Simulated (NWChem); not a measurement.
Everything below was run with NWChem. System: ClGa, charge 0, spin multiplicity 1, at a geometry optimised with PBE/def2-SVP. The structure started from a generated list of species. Level: MP2/def2-TZVP, 14 core orbitals frozen.

Job file:

```
start mol
memory heap 200 mb stack 900 mb global 1100 mb
geometry units angstroms nocenter noautoz
  Ga     0.000000     0.000000    -0.791238
  Cl     0.000000     0.000000     1.442846
  symmetry group C2v
end
basis spherical
  * library def2-tzvp
end
scf
  rhf
  nopen 0
  maxiter 100
  thresh 1e-7
  semidirect memsize 60000000 filesize 0
end
mp2
  freeze core 14
end
task mp2 energy
```

Part of the output:

```
             Northwest Computational Chemistry Package (NWChem) 7.3.0
             --------------------------------------------------------

                                NWChem Input Module
                                -------------------

 Scaling coordinates for geometry "geometry" by  1.889725989
 (inverse scale =  0.529177249)

 Turning off AUTOSYM since
 SYMMETRY directive was detected!

                             Geometry "geometry" -> ""
                             -------------------------

 Output coordinates in angstroms (scale by  1.889725989 to convert to a.u.)

  No.       Tag          Charge          X              Y              Z
 ---- ---------------- ---------- -------------- -------------- --------------
    1 Ga                  31.0000     0.00000000     0.00000000    -0.79123800
    2 Cl                  17.0000     0.00000000     0.00000000     1.44284600

 Effective nuclear repulsion energy (a.u.)     124.8280772893

            Nuclear Dipole moment (a.u.)
            ----------------------------
        X                 Y               Z
 ---------------- ---------------- ----------------
     0.0000000000     0.0000000000     0.0000075589

      Symmetry information
      --------------------

 Group name             C2v
 Group number             16
 Group order               4
 No. of unique centers     2

      Symmetry unique atoms

     1    2


 Summary of "ao basis" -> "" (spherical)
 ------------------------------------------------------------------------------
       Tag                 Description            Shells   Functions and Types
 ---------------- ------------------------------  ------  ---------------------
 *                         def2-tzvp                  on all atoms

 Summary of "ao basis" -> "ao basis" (spherical)
 ------------------------------------------------------------------------------
       Tag                 Description            Shells   Functions and Types
 ---------------- ------------------------------  ------  ---------------------
 Ga                        def2-tzvp                16       48   6s5p4d1f
 Cl                        def2-tzvp                13       37   5s5p2d1f

                                 NWChem SCF Module
                                 -----------------

  ao basis        = "ao basis"
  functions       =    85
  atoms           =     2
  closed shells   =    24
  open shells     =     0
  charge          =   0.00
  wavefunction    = RHF
  use symmetry    = T
  symmetry adapt  = T

 Summary of "ao basis" -> "ao basis" (spherical)
 ------------------------------------------------------------------------------
       Tag                 Description            Shells   Functions and Types
 ---------------- ------------------------------  ------  ---------------------
 Ga                        def2-tzvp                16       48   6s5p4d1f
 Cl                        def2-tzvp                13       37   5s5p2d1f

      Symmetry analysis of basis
      --------------------------

        a1         37
        a2          8
        b1         20
        b2         20

 Forming initial guess at       0.1s

      Superposition of Atomic Density Guess
      -------------------------------------

 Sum of atomic energies:       -2382.70237289

      Non-variational initial energy
      ------------------------------

 Total energy =   -2382.739684
 1-e energy   =   -3569.158445
 2-e energy   =    1061.590685
 HOMO         =      -0.290543
 LUMO         =       0.011034
[...]
  ----- ------------  ---------------      ----- ------------  ---------------
     6      0.532504  1 Ga s                  5      0.467661  1 Ga s
    65      0.291687  2 Cl pz                68      0.242188  2 Cl pz
    18     -0.223397  1 Ga pz                 4     -0.221091  1 Ga s
     3     -0.154333  1 Ga s

 Vector   25  Occ=0.000000D+00  E= 3.337735D-02  Symmetry=b1
              MO Center= -2.8D-15,  3.5D-31, -8.7D-01, r^2= 4.6D+00
   Bfn.  Coefficient  Atom+Function         Bfn.  Coefficient  Atom+Function
  ----- ------------  ---------------      ----- ------------  ---------------
    19      0.848156  1 Ga px                16      0.287941  1 Ga px
    66     -0.229172  2 Cl px

 Vector   26  Occ=0.000000D+00  E= 3.337735D-02  Symmetry=b2
              MO Center= -9.1D-31,  1.7D-15, -8.7D-01, r^2= 4.6D+00
   Bfn.  Coefficient  Atom+Function         Bfn.  Coefficient  Atom+Function
  ----- ------------  ---------------      ----- ------------  ---------------
    20      0.848156  1 Ga py                17      0.287941  1 Ga py
    67     -0.229172  2 Cl py

 Vector   27  Occ=0.000000D+00  E= 1.197378D-01  Symmetry=a1
              MO Center=  6.5D-15,  4.1D-14, -7.9D-01, r^2= 6.3D+00
   Bfn.  Coefficient  Atom+Function         Bfn.  Coefficient  Atom+Function
  ----- ------------  ---------------      ----- ------------  ---------------
    21      1.198323  1 Ga pz                53     -0.772830  2 Cl s
     6      0.537874  1 Ga s                 68      0.443363  2 Cl pz
    18      0.159756  1 Ga pz

 center of mass
 --------------
 x =   0.00000000 y =   0.00000000 z =  -0.07424644

 moments of inertia (a.u.)
 ------------------
         413.491358097036           0.000000000000           0.000000000000
           0.000000000000         413.491358097036           0.000000000000
           0.000000000000           0.000000000000           0.000000000000

  Mulliken analysis of the total density
  --------------------------------------

    Atom       Charge   Shell Charges
 -----------   ------   -------------------------------------------------------
    1 Ga  31    30.55   2.00  2.00  1.18  0.78  1.04  0.90  5.98  4.43  1.56  0.38  0.18  8.89  1.12  0.00  0.07  0.02
    2 Cl  17    17.45   2.01  0.45  1.52  1.08  0.88  4.18  1.69  1.07  2.86  1.70  0.00  0.01  0.00

       Multipole analysis of the density wrt the origin
       ------------------------------------------------

     L   x y z        total         open         nuclear
     -   - - -        -----         ----         -------
     0   0 0 0     -0.000000      0.000000     48.000000

     1   1 0 0     -0.000000      0.000000      0.000000
     1   0 1 0      0.000000      0.000000      0.000000
     1   0 0 1     -1.005743      0.000000      0.000008

     2   2 0 0    -20.543896      0.000000      0.000000
     2   1 1 0      0.000000      0.000000      0.000000
     2   1 0 1     -0.000000      0.000000      0.000000
     2   0 2 0    -20.543896      0.000000      0.000000
     2   0 1 1      0.000000      0.000000      0.000000
     2   0 0 2    -25.382773      0.000000    195.688834

                   NWChem MP2 Semi-direct Energy/Gradient Module
                   ---------------------------------------------

  Basis functions       =     85
  Molecular orbitals    =     85
  Frozen core           =     14
  Frozen virtuals       =      0
  Active alpha occupied =     10
  Active beta occupied  =     10
  Active alpha virtual  =     61
  Active beta virtual   =     61
  Use MO symmetry       = T
  Use skeleton AO sym   = T

  AO/Fock/Back tols     =   1.0D-09  1.0D-09  1.0D-09

 GA uses MA = F    GA memory limited = T

 Available:
  local mem=  1.26D+08
 global mem=  1.44D+08
 local disk=  0.00D+00
  mp2_memr nvloc                    61
  nvloc new                    61
   1 passes of  10:        4194304                      45226                   7441502.
   1 passes of  10: M    126144140           G      144164750           F     121949836.

 Semi-direct pass number   1 of   1  for RHF alpha+beta  at        2.7s
  vrange nnbf                  3582
  mp2_eaftype                    28  avail_ma_in_mb                  1099
 EAF : mp2_eaftype filesize          28    3720751.
  mp2_eaf for mointskh                     28
Node 0 wrote     17.5 Mb in      0.0 s     Agg I/O rate:   577.1 Mb/s
 Done moints_semi at        8.2s
  mp2_eaftype                    28  avail_ma_in_mb                  1071
 EAF : mp2_eaftype filesize          28    3720751.
  mp2_eaf for kh                    28
 Done maket at        8.3s
 Done multipass loop at        8.3s

          -------------------------------------------
          SCF energy               -2382.833609844075
          Correlation energy          -0.380703180788
          Singlet pairs               -0.218341194697
          Triplet pairs               -0.162361986091
          Total MP2 energy         -2383.214313024863
          -------------------------------------------

          ---------------------------------------------------
                    Spin Component Scaled (SCS) MP2
          Same spin pairs                     -0.108241324061
          Same spin scaling factor             0.333333333333
          Opposite spin pairs                 -0.272461856727
          Opposite spin scaling fact.          1.200000000000
          SCS-MP2 correlation energy          -0.363034669426
          Total SCS-MP2 energy             -2383.196644513501
          ---------------------------------------------------

 -----------------------
 Performance information
 -----------------------

 Timer overhead =  1.36D-07 seconds/call

               Nr. of calls         CPU time (s)                 Wall time (s)                GFlops
             ---------------    -------------------     ------------------------------   -------------------
Name         Min   Avg   Max    Min     Avg     Max     Min     Avg     Max   Mx/calls   Min     Max     Sum
mp2: moin     1     1     1    5.5     5.5     5.5      5.5     5.5     5.5     5.5      0.0     0.0     0.0
mp2: make     1     1     1   0.14    0.14    0.14     0.14    0.14    0.14    0.14      0.0     0.0     0.0
mp2: tota     1     1     1    5.7     5.7     5.7      5.7     5.7     5.7     5.7      0.0     0.0     0.0

 The average no. of pstat calls per process was 3.00D+00
 with a timing overhead of 4.08D-07s

 Task  times  cpu:        8.3s     wall:        8.3s

 Total times  cpu:        8.3s     wall:        8.3s
```
